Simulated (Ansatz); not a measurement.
Spectroscopic constants of TaO, multiplicity 2 (the spin of the measured ground state). No spin–orbit coupling. The T1 diagnostic near the minimum is 0.049, so single-reference values are doubtful.

D_e counts from the fitted minimum to each atom's lowest state at the same level, without counterpoise.

Run with Ansatz (Gaussian orbitals). Values without a source in brackets are computed. In def2 rows elements past Kr take small-core potentials, without spin–orbit coupling.

### Question
Give the bond energy D_e at the level wB97M-V/def2-TZVPP.

### Answer
752 kJ/mol

### Question
Estimate the bond energy D_e that SVWN5/def2-TZVPP returns for this input.

### Answer
957 kJ/mol

### Question
What is the computed bond energy D_e (wB97X-V/def2-TZVPP)?

### Answer
773 kJ/mol

Ansatz is a quantum-chemistry and plane-wave program.
